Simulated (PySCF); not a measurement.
# Computed records: CH5ClSi2, CH3ClSi2

Calculation on a computer-drawn molecule: the log of a Hartree-Fock and frozen-core CCSD(T) single point meant for a local Hartree-Fock minimum, with one planted fault or none, to be diagnosed. Offsets are logged minus clean, where the clean run is the same molecule without the fault. The reference is restricted for singlets and unrestricted otherwise, and also for a bond in bohr or an excited solution. Adding or removing an electron swaps singlet and doublet. The excited solution moves the top pair (singlet) or top alpha electron (doublet) to the lowest empty orbital. Highest occupied and lowest empty are orbital energies over both spins, largest force is the largest gradient component, triples share is (T) over the correlation energy, the T1 limit is 0.02 restricted and 0.045 unrestricted, electrons count all cores, a negative frequency is imaginary (commonest isotopes), and the dipole is about the centre of nuclear charge. Program: PySCF 2.14.0.

Common to all runs: meant charge 0; meant multiplicity 1; meant basis cc-pV(D+d)Z; logged SCF converged yes; logged CC converged yes; logged SCF stable within its kind yes; possible faults no fault, one electron removed, one electron added, multiplicity raised by two, geometry at a saddle point, SCF held on an excited solution, minimal basis STO-3G, one bond length entered in bohr, all coordinates scaled.

(1) CH5ClSi2

Logged structure:
```xyz
9
CH5ClSi2
Si    -0.0469    -0.0763    -1.9614
C     -0.8728     1.9180     0.4083
Si    -2.4702     2.0568     1.3031
Cl    -3.8395     0.6612     0.5682
H      1.2931    -0.0492    -2.5699
H     -0.9320    -1.0894    -2.5469
H     -0.1001     2.6149     0.7332
H     -2.3372     1.7827     2.7474
H     -3.1010     3.3807     1.1359
```

```
logged electrons                     : 56
logged basis functions               : 108
logged spin squared                  : 1.5883
logged highest occupied              : -8.78 eV
logged lowest empty                  : 1.1024 eV
logged largest force                 : 0.022259 hartree/bohr
logged T1 diagnostic                 : 0.038813
logged D1 diagnostic                 : 0.17336
logged triples share                 : 0.030835
logged dipole magnitude              : 2.4145 debye
logged energy HF                     : -1078.01138 hartree
logged energy CCSD(T)                : -1078.50707 hartree
planted fault                        : one bond length entered in bohr, row 1 of the drawn bonds
HF energy offset from clean run      : 95.2 kcal/mol
CCSD(T) energy offset from clean run : 124.4 kcal/mol
```

Drawn bonds:
```tsv
atom	other atom	order
1	2	2
2	3	1
3	4	1
1	5	1
1	6	1
2	7	1
3	8	1
3	9	1
```

(2) CH3ClSi2

Logged structure:
```xyz
7
CH3ClSi2
Si     0.8618     0.0727     2.4768
C      0.2912    -0.3948     1.0660
Si    -1.2702    -0.9119     0.6030
Cl    -2.2779    -0.7915     2.3285
H      0.1491     0.1443     3.6371
H      2.1688     0.4558     2.6428
H      0.9611    -0.3887     0.3026
```

```
logged electrons                     : 54
logged basis functions               : 98
logged spin squared                  : 0
logged highest occupied              : -8.2392 eV
logged lowest empty                  : 0.64391 eV
logged largest force                 : 0.063881 hartree/bohr
logged T1 diagnostic                 : 0.014281
logged D1 diagnostic                 : 0.041148
logged triples share                 : 0.032229
logged dipole magnitude              : 4.2927 debye
logged energy HF                     : -1076.92105 hartree
logged energy CCSD(T)                : -1077.42771 hartree
planted fault                        : all coordinates scaled, by -6.9 %
HF energy offset from clean run      : 25.55 kcal/mol
CCSD(T) energy offset from clean run : 29.9 kcal/mol
```

Drawn bonds:
```tsv
atom	other atom	order
1	2	2
2	3	1
3	4	1
1	5	1
1	6	1
2	7	1
```

(3) CH3ClSi2

Logged structure:
```xyz
7
CH3ClSi2
Si     0.9257     0.0781     2.6603
C      0.3128    -0.4240     1.1450
Si    -2.8565    -1.4737     0.2053
Cl    -3.9389    -1.3444     2.0586
H      0.1601     0.1550     3.9066
H      2.3295     0.4896     2.8387
H      1.0323    -0.4175     0.3250
```

```
logged electrons                     : 54
logged basis functions               : 98
logged spin squared                  : 1.4101
logged highest occupied              : -7.9716 eV
logged lowest empty                  : 0.070076 eV
logged largest force                 : 0.028877 hartree/bohr
logged T1 diagnostic                 : 0.051259
logged D1 diagnostic                 : 0.20607
logged triples share                 : 0.034649
logged dipole magnitude              : 1.9909 debye
logged energy HF                     : -1076.85397 hartree
logged energy CCSD(T)                : -1077.33634 hartree
planted fault                        : one bond length entered in bohr, row 2 of the drawn bonds
HF energy offset from clean run      : 67.64 kcal/mol
CCSD(T) energy offset from clean run : 87.24 kcal/mol
```

Drawn bonds:
```tsv
atom	other atom	order
1	2	2
2	3	1
3	4	1
1	5	1
1	6	1
2	7	1
```

Notes: T1 above single-reference limit.

(4) CH3ClSi2

Logged structure:
```xyz
7
CH3ClSi2
Si     0.9257     0.0781     2.6603
C      0.3128    -0.4240     1.1450
Si    -1.3643    -0.9795     0.6477
Cl    -2.4468    -0.8502     2.5010
H      0.1601     0.1550     3.9066
H      2.3295     0.4896     2.8387
H      1.0323    -0.4175     0.3250
```

```
logged electrons        : 54
logged basis functions  : 98
logged spin squared     : 0
logged highest occupied : -8.7605 eV
logged lowest empty     : 0.31754 eV
logged largest force    : 1.939e-05 hartree/bohr
logged lowest frequency : 98.588 cm⁻¹
logged T1 diagnostic    : 0.016137
logged D1 diagnostic    : 0.049358
logged triples share    : 0.03536
logged dipole magnitude : 4.1725 debye
logged energy HF        : -1076.96176 hartree
logged energy CCSD(T)   : -1077.47536 hartree
planted fault           : —
```

Drawn bonds:
```tsv
atom	other atom	order
1	2	2
2	3	1
3	4	1
1	5	1
1	6	1
2	7	1
```

Q: Which fault was planted in the run of CH3ClSi2 (entry 4)?
A: no fault

Further results for CH3ClSi2 (entry 4):

```
HF energy offset from clean run      : 0 kcal/mol
CCSD(T) energy offset from clean run : 0 kcal/mol
```
